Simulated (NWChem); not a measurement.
Atomisation of 1,1,1,3,3-pentafluoropropane (C3H3F5)

```
C
H 1 1.1072
H 1 1.1077 2 108.21
C 1 1.5183 2 107.78 3 117.67
F 4 1.3485 1 112.34 2 -173.82
F 4 1.3524 5 107.76 1 -122.09
F 4 1.3592 5 107.48 6 -115.61
C 1 1.5220 2 108.62 3 -117.97
F 8 1.3642 1 110.41 2 173.37
F 8 1.3672 9 108.19 1 118.86
H 8 1.1141 9 108.25 10 117.43
```
Charge 0, spin multiplicity 1.

All runs are NWChem calculations. The geometry was optimised at PBE/def2-SVP, with no frequency check, so it may be a saddle point. It is one conformer; others weren't searched.

Basis set: def2-SVP. The atomisation energy is electronic alone: no zero-point, thermal, spin-orbit or counterpoise terms. No value is extrapolated to the basis-set limit. Free atoms are single determinants with multiplicities F 2, C 3, H 2. Correlated methods freeze the same cores in atoms and molecule, 8 orbitals in all.

The cost column gives rough processor time relative to LDA (SVWN5); each entry includes its own SCF. Costs are the molecule's.

B3LYP has NWChem's definition, with VWN1-RPA local correlation. GW and range-separated runs recompute their integrals, the others keep them in memory, which bears on the times. No SCF solution was tested for a lower state. Open-shell Hartree-Fock references start from PBE0 orbitals; any time given for them includes that run.

```csv
method,atomisation energy (kcal/mol),relative cost
B3LYP,1087.0,under 3
MP2,1064.3,under 3
CAM-B3LYP,1106.0,20
LDA (SVWN5),1326.0,1
BLYP,…,under 3
PBE0,1101.6,under 3
TPSS,…,under 3
HF,…,under 3
PBE,…,under 3
```

Problem. Complete the blanks.

Solution. 
- BLYP, atomisation energy (kcal/mol): 1100.7
- TPSS, atomisation energy (kcal/mol): 1099.9
- HF, atomisation energy (kcal/mol): 764.8
- PBE, atomisation energy (kcal/mol): 1146.4
